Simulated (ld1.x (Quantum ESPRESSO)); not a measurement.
## What one change does to a pseudopotential (W, PAW)

```
Element                 : W (Z = 74)
Generator               : ld1.x (Quantum ESPRESSO) 7.5
Type                    : PAW
Functional              : PBEsol
Relativity              : scalar-relativistic
Frozen core             : [Kr] 4d10 4f14 5s2
Valence charge          : 12
Reference configuration : 5p6 5d4 6s1 6p0 (charge +1)
Partial waves           : 6s (bound): rcut 2.25, rcutus 2.45 bohr; 6s channel at 1.25 Ry: rcut 2.25, rcutus 2.45 bohr; 5p (bound): rcut 1.70, rcutus 1.85 bohr; 6p (bound, empty): rcut 1.70, rcutus 1.85 bohr; 5d (bound): rcut 2.45, rcutus 2.75 bohr; 5d channel at 3.65 Ry: rcut 2.45, rcutus 2.75 bohr
Local potential         : all-electron potential smoothed inside 2.45 bohr (lloc = -1)
Core correction         : a·sin(br)/r model core, default radius (core density twice the valence density)
Augmentation charge     : BESSEL, radius 1.35 bohr
```

Change: all radii but the core radius scaled by about 1.39 (s 3.40, p 2.56, d 3.82 bohr, rcut 3.12/2.36/3.40); local potential all-electron potential smoothed inside 3.40 bohr (lloc = -1); augmentation BESSEL, radius 1.88 bohr.

Cutoffs: the cutoffs (Ry, on a coarse ladder) from which the occupation-weighted sum of valence levels, in a spherical-Bessel basis at the reference potential, stays within 10 and 1 mRy of its value at 400 Ry; they do not see the model core or the augmentation charge, which bear on the density cutoff. Errors are all-electron minus pseudo energies relative to the spin-unpolarised reference configuration.

How do hardness, ghosts and transferability respond?

The potential gets softer (25 Ry and 40 Ry → 12 Ry and 21 Ry); of the 7 tests that both files solve, the error grows in 7 and shrinks in 0 by more than 15 % and 0.3 meV (median size 3.2 → 34.2 meV); neither file shows a bound ghost. A larger radius leaves more room for a smooth pseudo-wave, so fewer plane waves are needed. More of the atom is replaced by a form fitted at one configuration, so other configurations suffer.

| quantity | base | changed |
| --- | --- | --- |
| cutoff, loose | 25 Ry | 12 Ry |
| cutoff, tight | 40 Ry | 21 Ry |
| loose cutoff by channel (10 mRy a level) | s 6 Ry, p 21 Ry, d 12 Ry | s 6 Ry, p 10 Ry, d 6 Ry |
| bound ghosts | none | none |
| error for 5p6 5d4 6s2 6p0, meV [ΔE -8.92 eV] | +3.3 | -34 |
| error for 5p6 5d4 6s0 6p0, meV [ΔE 15.70 eV] | -4.5 | -96 |
| error for 5p6 5d3 6s0 6p0, meV [ΔE 41.10 eV] | -16 | -579 |
| error for 5p6 5d4 6s0 6p2, meV [ΔE 0.41 eV] | +0.9 | +4.7 |
| error for 5p6 5d5 6s0 6p0, meV [ΔE 0.80 eV] | -3.2 | -59 |
| error for 5p6 5d4 6s0 6p1, meV [ΔE 5.51 eV] | -1.0 | -9.0 |
| error for 5p6 5d4 6s1.5 6p0, meV [ΔE -5.27 eV] | +1.9 | -11 |
| lowest overlap eigenvalue by channel | s 0.57, p 0.13, d 0.76 | s 0.57, p 0.74, d 0.40 |
